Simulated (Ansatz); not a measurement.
Process, species as SMILES: C[C@@H]1CC[C@H](C)C1 -> C[C@H]1C[CH][C@@H](C)C1 + H atom (the C-H bond at the site shown breaks; other sites are not compared here)
Structures are relaxed separately at B3LYP-D3(BJ)/def2-TZVP in Ansatz (a quantum-chemistry and plane-wave program), one conformer each, not searched for the lowest. Frequencies are from Ansatz.

Quantity: bond dissociation energy (enthalpy at 298 K, with B3LYP-D3(BJ) rigid-rotor harmonic-oscillator terms), in kcal/mol. Valence correlation only, unless marked. Open shells are spin-unrestricted. Spin-orbit coupling is left out. Non-relativistic. CBS marks a two-point X^-3 extrapolation of the correlation energy; Hartree-Fock from the larger set. [CCSD(T)-MP2]/basis is that difference in the basis named.

| level | program | bond dissociation energy (kcal/mol) |
|---|---|---|
| HF/6-31G | Ansatz | 70.1 |
| HF/cc-pVQZ | Ansatz | 70.7 |
| PBE-D3(BJ)/def2-TZVPD | Ansatz + dftd3 | 91.2 |
| PBE-D4/def2-TZVPD | Ansatz + dftd4 | 91.1 |
| BLYP-D4/def2-TZVPD | Ansatz + dftd4 | 91.7 |
| revPBE/def2-TZVPD | Ansatz | 88.7 |
| B3LYP-D3(BJ)/def2-TZVPD | Ansatz + dftd3 | 93.4 |

**Question.** Predict the RI-MP2/CBS(cc-pVTZ,cc-pVQZ)+[CCSD(T)-MP2]/cc-pVTZ result (Ansatz).

**Answer.** 97.1 kcal/mol, so B3LYP-D3(BJ)/def2-TZVPD differs from it by -3.7 kcal/mol.
